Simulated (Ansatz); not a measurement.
`F[C]1([ZnH])C=CS1`. The species carries charge 0 and has multiplicity 1. For Zn the d shell is correlated and the shells below it are frozen. Scalar relativity is left out up to krypton.

Cartesian coordinates in Å:
```
F -1.746 0.397 -1.310
C -0.600 0.232 -0.596
Zn 1.147 0.234 -1.526
C -0.586 -0.748 0.516
C -0.122 0.047 1.494
S -0.188 1.587 0.651
H 2.538 0.209 -2.173
H -0.760 -1.816 0.477
H 0.316 -0.141 2.465
```

Task: Give the diagnostics of a CCSD(T)/def2-TZVPP run (frozen core, Ansatz 0.2.0). (An estimate is asked.)

Result: The calculation gave: T1 = 0.0157, largest single amplitude 0.021, largest double 0.044, (T) share of the correlation energy 4.2 %, 12 CCSD cycles. The RHF solution is stable towards an unrestricted one. T1 lies under the customary mark of 0.02 for closed shells.
